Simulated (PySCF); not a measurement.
GeH5NO2.

```xyz
9

Ge     0.0530     0.0128     0.2747
N     -1.2813    -1.1974    -0.0401
O     -0.3346     1.6570    -0.2918
O      1.4567    -0.4368    -0.7322
H      0.3729     0.0295     1.7747
H     -1.8985    -1.3649     0.7548
H     -1.8546    -0.9918    -0.8592
H      0.2800     1.9086    -1.0000
H      1.3957    -1.3701    -0.9893
```
Charge 0, spin multiplicity 1.

Geometry: TPSSh-D3(BJ)/def2-SVP. The structure was generated by enumeration, and PubChem lists no compound with its InChIKey, so it may never have been made. One conformer was computed; it need not be the lowest.

Method: PySCF with PBE/pcSseg-1. Non-relativistic, no solvent.

Task: Give the absolute GIAO shielding of each atom: isotropic value and principal components (ppm). (The exact figures need the calculation; the answer reports its results.)

Result: 
```
atom  σ(iso)     σ11     σ22     σ33   span
----  ------  ------  ------  ------  -----
Ge1   1220.9  1134.4  1249.1  1279.1  144.6
N2     222.1   195.9   202.9   267.6   71.7
O3     268.9   226.8   274.3   305.7   78.9
O4     265.5   220.1   274.5   302.0   82.0
H5      25.3    19.2    19.4    37.4   18.2
H6      30.2    23.8    25.7    41.3   17.6
H7      30.6    24.0    26.1    41.6   17.5
H8      30.1    21.7    26.2    42.3   20.5
H9      30.1    21.9    25.7    42.7   20.7
```
